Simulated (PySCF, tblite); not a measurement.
Isomers of C6H8N2Si2, one GFN2-xTB conformer each. Single-point energies are computed at PBE0/pcSseg-1 (PySCF, gas phase, no added dispersion term), electronic only.

```tsv
SMILES	GFN2-xTB relative energy (kcal/mol)
C#CC#C[Si@H](CC#N)[SiH2]N	8.7
N#CC#C[SiH2][C@H]([SiH3])CC#N	0.0
```

Conformers: `[CH:1]#[C:2][C:3]#[C:4][Si@H:5]([CH2:6][C:7]#[N:8])[SiH2:9][NH2:10]` with C4–Si5–C6–C7 179°, C4–Si5–Si9–N10 -63°, Si5–Si9–N10–H 50° and -171°; `[N:1]#[C:2][C:3]#[C:4][SiH2:5][C@H:6]([SiH3:7])[CH2:8][C:9]#[N:10]` with C4–Si5–C6–Si7 -179°, Si5–C6–C8–C9 63°.

Q: What does PBE0/pcSseg-1 give for the same structures?

A: 
```tsv
SMILES	PBE0/pcSseg-1 E (Eh)	PBE0/pcSseg-1 (kcal/mol)	GFN2-xTB (kcal/mol)	point group
N#CC#C[SiH2][C@H]([SiH3])CC#N	-921.12678	0.0	0.0	C1
C#CC#C[Si@H](CC#N)[SiH2]N	-921.11782	5.6	8.7	C1
```

Both levels put the same isomer lowest. As drawn, the higher has an N–H bond and an Si–Si bond, which the lower lacks.

Q: Which frontier levels, dipoles and rotational constants go with these structures?

A: 
```json
{"SMILES": "N#CC#C[SiH2][C@H]([SiH3])CC#N", "HOMO (eV, PBE0/pcSseg-1)": "-8.78", "LUMO (eV)": "-2.04", "dipole (D)": "4.87", "A, B, C (MHz)": "1686, 441.4, 392.7"}
{"SMILES": "C#CC#C[Si@H](CC#N)[SiH2]N", "HOMO (eV, PBE0/pcSseg-1)": "-7.55", "LUMO (eV)": "-1.70", "dipole (D)": "5.14", "A, B, C (MHz)": "1196, 498.6, 367.8"}
```

Q: What happens when harmonic zero-point energies from GFN2-xTB frequencies are added?

A: 
```csv
SMILES,ZPE (kcal/mol),electronic (kcal/mol),with ZPE (kcal/mol)
N#CC#C[SiH2][C@H]([SiH3])CC#N,70.0,0.0,0.0
C#CC#C[Si@H](CC#N)[SiH2]N,71.3,5.6,7.0
```

The zero-point energies span 1.3 kcal/mol. The order is unchanged.
